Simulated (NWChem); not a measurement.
System: I2 anion, doublet

NWChem input:

```
start job
memory heap 200 mb stack 900 mb global 1100 mb
charge -1
geometry units angstroms noautoz
  I      0.000000     0.000000    -1.681490
  I      0.000000     0.000000     1.681490
end
basis spherical
  * library def2-tzvp
end
ecp
  I library def2-ecp
end
dft
  odft
  mult 2
  xc xtpss03 ctpss03
  iterations 200
  convergence diis 20
end
task dft gradient
```

Parts of the log:

```
             Northwest Computational Chemistry Package (NWChem) 7.3.0
             --------------------------------------------------------

 ORDER OF PRIMARY AXIS IS BEING SET TO 4
 D4H symmetry detected

                             Geometry "geometry" -> ""
                             -------------------------

 Output coordinates in angstroms (scale by  1.889725989 to convert to a.u.)

  No.       Tag          Charge          X              Y              Z
 ---- ---------------- ---------- -------------- -------------- --------------
    1 I                   53.0000     0.00000000     0.00000000    -1.68149000
    2 I                   53.0000     0.00000000     0.00000000     1.68149000

 Effective nuclear repulsion energy (a.u.)     442.0064622567

      Symmetry information
      --------------------

 Group name             D4h
 Group number             28
 Group order              16
 No. of unique centers     1

                                 NWChem DFT Module
                                 -----------------

 Summary of "ao basis" -> "ao basis" (spherical)
 ------------------------------------------------------------------------------
       Tag                 Description            Shells   Functions and Types
 ---------------- ------------------------------  ------  ---------------------
 I                         def2-tzvp                16       50   6s5p3d2f

      Symmetry analysis of basis
      --------------------------

        a1g        16
        a1u         0
        a2g         0
        a2u        16
        b1g         5
        b1u         5
        b2g         5
        b2u         5
        eg         24
        eu         24

            General Information
            -------------------
          SCF calculation type: DFT
          Wavefunction type:  spin polarized.
          No. of atoms     :     2
          No. of electrons :    51
           Alpha electrons :    26
            Beta electrons :    25
          Charge           :    -1
          Spin multiplicity:     2
          Use of symmetry is: on ; symmetry adaption is: on
          Maximum number of iterations: 200
          AO basis - number of functions:   100
                     number of shells:    32
          Convergence on energy requested:  1.00D-06
          Convergence on density requested:  1.00D-05
          Convergence on gradient requested:  5.00D-04

              XC Information
              --------------
                  TPSS metaGGA Exchange Functional  1.000
             TPSS03 metaGGA Correlation Functional  1.000

             Grid Information
             ----------------
          Grid used for XC integration:  medium
          Radial quadrature: Mura-Knowles
          Angular quadrature: Lebedev.
          Tag              B.-S. Rad. Rad. Pts. Rad. Cut. Ang. Pts.
          ---              ---------- --------- --------- ---------
          I                   1.40      123          11.0       590
          Grid pruning is: on
          Number of quadrature shells:   123
          Spatial weights used:  Erf1

      Superposition of Atomic Density Guess
      -------------------------------------

 Sum of atomic energies:        -694.32366316

 Renormalizing density from      50.00 to     51

      Non-variational initial energy
      ------------------------------

 Total energy =    -595.894055
 1-e energy   =   -1256.077645
 2-e energy   =     561.837546
 HOMO         =       0.034862
 LUMO         =       0.418753

   Symmetry analysis of molecular orbitals - initial alpha
   -------------------------------------------------------

 !! scf_movecs_sym_adapt:   20 vectors were symmetry contaminated

  Symmetry fudging

 !! scf_movecs_sym_adapt:   14 vectors were symmetry contaminated

  Numbering of irreducible representations:

     1 a1g         2 a1u         3 a2g         4 a2u         5 b1g
     6 b1u         7 b2g         8 b2u         9 eg         10 eu

  Orbital symmetries:

     1 a1g         2 a2u         3 eu          4 eu          5 eg
     6 eg          7 a1g         8 a2u         9 b2g        10 b1g
    11 b1u        12 b2u        13 a1g        14 eu         15 eu
    16 eg         17 eg         18 a2u        19 a1g        20 a2u
    21 a1g        22 eu         23 eu         24 eg         25 eg
    26 a2u        27 a2u        28 eu         29 eu         30 a1g
    31 eg         32 eg         33 eu         34 eu         35 b1g
    36 b2g

   Symmetry analysis of molecular orbitals - initial beta
   ------------------------------------------------------

 !! scf_movecs_sym_adapt:   20 vectors were symmetry contaminated

  Symmetry fudging

 !! scf_movecs_sym_adapt:   14 vectors were symmetry contaminated

  Numbering of irreducible representations:

     1 a1g         2 a1u         3 a2g         4 a2u         5 b1g
     6 b1u         7 b2g         8 b2u         9 eg         10 eu

  Orbital symmetries:

     1 a1g         2 a2u         3 eu          4 eu          5 eg
     6 eg          7 a1g         8 a2u         9 b2g        10 b1g
    11 b1u        12 b2u        13 a1g        14 eu         15 eu
    16 eg         17 eg         18 a2u        19 a1g        20 a2u
    21 a1g        22 eu         23 eu         24 eg         25 eg
    26 a2u        27 a2u        28 eu         29 eu         30 a1g
    31 eg         32 eg         33 eu         34 eu         35 b1g
    36 b2g

   convergence    iter        energy       DeltaE   RMS-Dens  Diis-err
 ---------------- ----- ----------------- --------- --------- ---------
 d= 0,ls=0.0,diis     1   -595.2052425422 -6.94D+02  1.34D-02  3.00D-01
                                                     1.25D-02  2.91D-01
 d= 0,ls=0.0,diis     2   -595.2054390101 -1.96D-04  5.63D-03  3.02D-01
                                                     5.46D-03  2.90D-01
 d= 0,ls=0.0,diis     3   -595.3043979847 -9.90D-02  5.81D-04  9.56D-03
                                                     6.76D-04  9.61D-03
 d= 0,ls=0.0,diis     4   -595.3069124277 -2.51D-03  1.87D-04  1.44D-03
                                                     1.79D-04  1.39D-03
 d= 0,ls=0.0,diis     5   -595.3073072604 -3.95D-04  5.20D-05  6.14D-06
                                                     4.39D-05  5.36D-06
 d= 0,ls=0.0,diis     6   -595.3073113267 -4.07D-06  6.88D-06  2.33D-07
                                                     5.05D-06  1.64D-07
 d= 0,ls=0.0,diis     7   -595.3073114491 -1.22D-07  6.53D-07  9.49D-09
                                                     1.20D-06  1.36D-08

         Total DFT energy =     -595.307311449096
      One electron energy =    -1242.656588185186
           Coulomb energy =      593.388269144109
    Exchange-Corr. energy =      -44.385036875964
 Nuclear repulsion energy =       98.346044467945

 Numeric. integr. density =       51.000000485396

                  Occupations of the irreducible representations
                  ----------------------------------------------

                     irrep           alpha         beta
                     --------     --------     --------
                     a1g               5.0          5.0
                     a1u               0.0          0.0
                     a2g               0.0          0.0
                     a2u               5.0          4.0
                     b1g               1.0          1.0
                     b1u               1.0          1.0
                     b2g               1.0          1.0
                     b2u               1.0          1.0
                     eg                6.0          6.0
                     eu                6.0          6.0

                    DFT Final Alpha Molecular Orbital Analysis
                    ------------------------------------------

 Vector   24  Occ=1.000000D+00  E=-4.947937D-02  Symmetry=eg
              MO Center= -1.3D-16, -4.6D-16, -7.5D-15, r^2= 5.2D+00
   Bfn.  Coefficient  Atom+Function         Bfn.  Coefficient  Atom+Function
  ----- ------------  ---------------      ----- ------------  ---------------
    16      0.298869  1 I  px                66     -0.298869  2 I  px
    10     -0.260277  1 I  px                60      0.260277  2 I  px
    17     -0.223314  1 I  py                67      0.223314  2 I  py
    13      0.209640  1 I  px                63     -0.209640  2 I  px
    19      0.197665  1 I  px                69     -0.197665  2 I  px

 Vector   25  Occ=1.000000D+00  E=-4.947937D-02  Symmetry=eg
              MO Center=  2.1D-17,  2.4D-17,  5.4D-14, r^2= 5.2D+00
   Bfn.  Coefficient  Atom+Function         Bfn.  Coefficient  Atom+Function
  ----- ------------  ---------------      ----- ------------  ---------------
    17      0.298869  1 I  py                67     -0.298869  2 I  py
    11     -0.260277  1 I  py                61      0.260277  2 I  py
    16      0.223314  1 I  px                66     -0.223314  2 I  px
    14      0.209640  1 I  py                64     -0.209640  2 I  py
    20      0.197665  1 I  py                70     -0.197665  2 I  py

 Vector   26  Occ=1.000000D+00  E=-3.211788D-02  Symmetry=a2u
              MO Center= -3.7D-16, -2.8D-16,  5.0D-17, r^2= 5.7D+00
   Bfn.  Coefficient  Atom+Function         Bfn.  Coefficient  Atom+Function
  ----- ------------  ---------------      ----- ------------  ---------------
    18      0.387548  1 I  pz                68      0.387548  2 I  pz
    12     -0.340477  1 I  pz                62     -0.340477  2 I  pz
    21      0.306768  1 I  pz                71      0.306768  2 I  pz
    15      0.281563  1 I  pz                65      0.281563  2 I  pz
     5      0.110871  1 I  s                 55     -0.110871  2 I  s

 Vector   27  Occ=0.000000D+00  E= 2.742138D-01  Symmetry=a2u
              MO Center= -5.4D-15, -1.3D-14,  1.0D-12, r^2= 1.4D+01
   Bfn.  Coefficient  Atom+Function         Bfn.  Coefficient  Atom+Function
  ----- ------------  ---------------      ----- ------------  ---------------
    21      1.497142  1 I  pz                71      1.497142  2 I  pz
    18     -0.877724  1 I  pz                68     -0.877724  2 I  pz
     5      0.239782  1 I  s                 55     -0.239782  2 I  s
     6      0.200413  1 I  s                 56     -0.200413  2 I  s
    12      0.169915  1 I  pz                62      0.169915  2 I  pz

 Vector   28  Occ=0.000000D+00  E= 2.944114D-01  Symmetry=a1g
              MO Center=  1.2D-14,  1.6D-14, -1.3D-14, r^2= 8.6D+00
   Bfn.  Coefficient  Atom+Function         Bfn.  Coefficient  Atom+Function
  ----- ------------  ---------------      ----- ------------  ---------------
    21      0.757889  1 I  pz                71     -0.757889  2 I  pz
    18     -0.672456  1 I  pz                68      0.672456  2 I  pz
    34     -0.441037  1 I  d  0              84     -0.441037  2 I  d  0
     6     -0.246444  1 I  s                 56     -0.246444  2 I  s
     5      0.217256  1 I  s                 55      0.217256  2 I  s

 Vector   29  Occ=0.000000D+00  E= 3.046079D-01  Symmetry=eu
              MO Center= -7.7D-15, -1.9D-14,  1.6D-13, r^2= 6.3D+00
   Bfn.  Coefficient  Atom+Function         Bfn.  Coefficient  Atom+Function
  ----- ------------  ---------------      ----- ------------  ---------------
    20     -0.684295  1 I  py                70     -0.684295  2 I  py
    17      0.663488  1 I  py                67      0.663488  2 I  py
    33     -0.314202  1 I  d -1              83      0.314202  2 I  d -1
    19     -0.311909  1 I  px                69     -0.311909  2 I  px
    16      0.302425  1 I  px                66      0.302425  2 I  px

                     DFT Final Beta Molecular Orbital Analysis
                     -----------------------------------------

 Vector   23  Occ=1.000000D+00  E=-6.361485D-02  Symmetry=eu
              MO Center= -5.0D-16,  1.9D-16,  5.3D-14, r^2= 4.8D+00
   Bfn.  Coefficient  Atom+Function         Bfn.  Coefficient  Atom+Function
  ----- ------------  ---------------      ----- ------------  ---------------
    17      0.353827  1 I  py                67      0.353827  2 I  py
    11     -0.308858  1 I  py                61     -0.308858  2 I  py
    14      0.245466  1 I  py                64      0.245466  2 I  py
    20      0.225962  1 I  py                70      0.225962  2 I  py
     8     -0.039306  1 I  py                58     -0.039306  2 I  py

 Vector   24  Occ=1.000000D+00  E=-4.403060D-02  Symmetry=eg
              MO Center= -2.7D-15,  3.8D-15, -7.3D-14, r^2= 5.2D+00
   Bfn.  Coefficient  Atom+Function         Bfn.  Coefficient  Atom+Function
  ----- ------------  ---------------      ----- ------------  ---------------
    17      0.355082  1 I  py                67     -0.355082  2 I  py
    11     -0.312182  1 I  py                61      0.312182  2 I  py
    14      0.252047  1 I  py                64     -0.252047  2 I  py
    20      0.243795  1 I  py                70     -0.243795  2 I  py
    16     -0.098330  1 I  px                66      0.098330  2 I  px

 Vector   25  Occ=1.000000D+00  E=-4.403060D-02  Symmetry=eg
              MO Center= -2.1D-15, -1.0D-15, -2.2D-14, r^2= 5.2D+00
   Bfn.  Coefficient  Atom+Function         Bfn.  Coefficient  Atom+Function
  ----- ------------  ---------------      ----- ------------  ---------------
    16      0.355082  1 I  px                66     -0.355082  2 I  px
    10     -0.312182  1 I  px                60      0.312182  2 I  px
    13      0.252047  1 I  px                63     -0.252047  2 I  px
    19      0.243795  1 I  px                69     -0.243795  2 I  px
    17      0.098330  1 I  py                67     -0.098330  2 I  py

 Vector   26  Occ=0.000000D+00  E=-3.736477D-03  Symmetry=a2u
              MO Center= -2.8D-16, -1.4D-16, -6.0D-16, r^2= 5.8D+00
   Bfn.  Coefficient  Atom+Function         Bfn.  Coefficient  Atom+Function
  ----- ------------  ---------------      ----- ------------  ---------------
    18     -0.367558  1 I  pz                68     -0.367558  2 I  pz
    21     -0.345356  1 I  pz                71     -0.345356  2 I  pz
    12      0.337990  1 I  pz                62      0.337990  2 I  pz
    15     -0.283387  1 I  pz                65     -0.283387  2 I  pz
     5     -0.094144  1 I  s                 55      0.094144  2 I  s

 Vector   27  Occ=0.000000D+00  E= 2.838936D-01  Symmetry=a2u
              MO Center=  6.2D-15, -6.7D-15, -9.4D-14, r^2= 1.4D+01
   Bfn.  Coefficient  Atom+Function         Bfn.  Coefficient  Atom+Function
  ----- ------------  ---------------      ----- ------------  ---------------
    21      1.495924  1 I  pz                71      1.495924  2 I  pz
    18     -0.887273  1 I  pz                68     -0.887273  2 I  pz
     5      0.244735  1 I  s                 55     -0.244735  2 I  s
     6      0.196864  1 I  s                 56     -0.196864  2 I  s
    34      0.182059  1 I  d  0              84     -0.182059  2 I  d  0

 Vector   28  Occ=0.000000D+00  E= 3.064869D-01  Symmetry=a1g
              MO Center=  9.3D-14,  1.4D-13,  1.7D-13, r^2= 8.7D+00
   Bfn.  Coefficient  Atom+Function         Bfn.  Coefficient  Atom+Function
  ----- ------------  ---------------      ----- ------------  ---------------
    21      0.784255  1 I  pz                71     -0.784255  2 I  pz
    18     -0.708741  1 I  pz                68      0.708741  2 I  pz
    34     -0.432088  1 I  d  0              84     -0.432088  2 I  d  0
     6     -0.235097  1 I  s                 56     -0.235097  2 I  s
     5      0.183569  1 I  s                 55      0.183569  2 I  s

[...]

                         DFT ENERGY GRADIENTS

    atom               coordinates                        gradient
                 x          y          z           x          y          z
   1 I       0.000000   0.000000  -3.177555    0.000000   0.000000  -0.001773
   2 I       0.000000   0.000000   3.177555    0.000000  -0.000000   0.001773
```

Level: TPSS/def2-TZVP with def2 effective core potentials on I, spin-unrestricted. Sets without diffuse functions describe the anion's extra electron poorly. The geometry was optimised at B3LYP/def2-SVPD, spin-unrestricted. No stability test was run on the SCF state. def2 effective core potentials on I; no spin-orbit coupling.
